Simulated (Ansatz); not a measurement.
Isolated molecules relaxed with PBE0-D4/def2-TZVP in Ansatz; ΔE leaves out vibrations. CCSD(T)/CBS adds triple-zeta CCSD(T) − MP2 to the extrapolated MP2 energy (def2 sets, frozen cores). Functionals use def2-TZVPP. Open shells (•) are unrestricted, without spin–orbit coupling. One conformer a species, not always the lowest.

Reaction (isomerisation): `[NH][SiH](O)Cl`• → `N[Si](O)Cl`•

```csv
level,ΔE (kJ/mol)
revPBE-D4,-96.6
B97M-V,-79.0
PBE0-D4,-94.0
BHLYP,-70.5
HF/def2-SVP,-36.8
CCSD/def2-SVP,-74.6
CCSD/def2-TZVPP,-77.0
HF/CBS(def2),-38.8
```

Problem. What does CCSD(T)/CBS give? (Best estimate.)

Solution. The calculation gave: -88.5 kJ/mol. The listed levels differ from it by -8.1, 9.5, -5.5, 18.0, 51.7, 13.9, 11.5, 49.7 kJ/mol.

Largest T1 diagnostic among the species: 0.013.

From BLYP to BHLYP (50 % exact exchange), in def2-TZVPP and without D4, ΔE moves by +19.3 kJ/mol. At CCSD(T), def2-SVP lies +10.6 kJ/mol from the extrapolated value and def2-TZVPP +6.2 kJ/mol. In def2-TZVPP, CCSD(T) changes the Hartree–Fock value by −45.1 kJ/mol (the triples alone add −5.4 kJ/mol) and MP2 by −66.4 kJ/mol.
